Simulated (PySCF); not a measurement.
Below is a simulated gas-phase C 1s photoelectron spectrum of vinyl bromide (`BrC=C`).

Every computed line was given a Gaussian of 0.4 eV full width at half maximum and an area set by the number of equivalent atoms; the highest printed point is 100. Computed with delta-SCF UKS SCAN, pcX-2 on the ionised atom, pcseg-1 elsewhere, spin-free X2C in PySCF 2.14.0.

binding energy (eV), intensity and a bar:
```
    290.2          0 
    290.3          2 #
    290.4         10 ###
    290.5         29 #########
    290.6         63 ###################
    290.7         94 ############################
    290.8        100 ##############################
    290.9         75 #######################
    291.0         40 ############
    291.1         15 ####
    291.2          4 #
    291.3          1 
    291.4          1 
    291.5          3 #
    291.6         13 ####
    291.7         35 ###########
    291.8         70 #####################
    291.9         98 #############################
    292.0         97 #############################
    292.1         68 ####################
    292.2         34 ##########
    292.3         12 ###
    292.4          3 #
    292.5          1
```

Problem. How many maxima does the curve show, and how many computed lines lie under it?

Solution. The curve has 2 maxima (at 290.8 and 291.9 eV). Under it lie 2 lines from 2 inequivalent carbon sites.

Problem. Decompose the envelope and assign each component. Numbering: `[CH2:1]=[CH:2][Br:3]`.

Solution. 
```tsv
position (eV)	relative area	line	atoms	environment
290.77	1	C 1s	C1	terminal =CH2 carbon
291.95	1	C 1s	C2	alkene CH carbon
```

Problem. Above which line width would these two lines show one maximum?

Solution. Two equal Gaussians merge once their distance is under 2σ = FWHM/1.177. With 1.18 eV between them that is a full width over 1.39 eV.

Lowest listed C 1s: C1, bonded to C (double bond) and 2 H. Highest, 1.18 eV above it: C2, bonded to Br, C (double bond) and H.

Shake-up satellites, vibrational structure and lifetime widths aren't simulated. Geometry: PBE0-D3(BJ)/def2-SVP; no solvent, vibrations or thermal averaging.
